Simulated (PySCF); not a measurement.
A structure optimised at PBE-D3(BJ)/def2-TZVP, used in a PySCF frequency run:

```xyz
5

Hf     0.0000     0.0000    -0.1815
F      0.0000     0.0000     1.7065
H      1.5266     0.8814    -0.7637
H     -1.5266     0.8814    -0.7637
H      0.0000    -1.7628    -0.7637
```

Question: Write its SMILES, formula and point group.

Answer: [F][HfH3], FH3Hf, C3v

Question: What are its rotational constants (standard atomic weights)?

Answer: 53.783, 7.4713, 7.4713 GHz
